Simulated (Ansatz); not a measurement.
Born–Oppenheimer molecular dynamics of FH₅N₂Si (9 atoms, charge 0, multiplicity 1). It starts from a relaxed structure.

Level of theory: RKS BLYP-D4/6-31G (Ansatz).

```json
{
 "ensemble": "NVE (velocity Verlet)",
 "time step": "1 fs",
 "steps asked": "166",
 "starting velocities drawn for": "1500 K",
 "seed": "278804"
}
```

First frame:

```xyz
9
Properties=species:S:1:pos:R:3
Si -0.076 0.006 0.048
H -0.054 -0.154 1.548
F 1.580 0.148 -0.388
N -0.818 1.416 -0.685
H -1.808 1.437 -0.913
H -0.311 2.272 -0.886
N -0.931 -1.393 -0.566
H -1.036 -2.247 -0.025
H -1.190 -1.484 -1.546
```

How far do the bonds stretch over the last three quarters of this one trajectory? (Pairs bonded in most of those frames.)


```csv
bond,mean (Å),spread (Å),shortest,longest
Si1–H2,1.531,0.091,1.39,1.65
Si1–F3,1.723,0.045,1.64,1.80
Si1–N4,1.756,0.028,1.70,1.81
Si1–N7,1.765,0.028,1.71,1.82
N4–H5,1.026,0.054,0.94,1.10
N4–H6,1.032,0.066,0.93,1.13
N7–H8,1.034,0.062,0.94,1.13
N7–H9,1.043,0.081,0.91,1.15
```

Mean temperature of the second half: 739 K. The conserved energy wandered by up to 9.3 meV per atom (net 5.8 meV per atom), which is poor conservation. Over the second half the temperature averaged 0.49 of the 1500 K drawn at the start: a run that starts near a minimum puts about half its kinetic energy into the potential. A run of 0.17 ps of so small a system gives no equilibrium averages. Limits of this set-up: no polarisation functions.

Run time: 5.5 min on 1 thread of Arm Neoverse V1, on a shared host, peak memory 0.093 GiB.
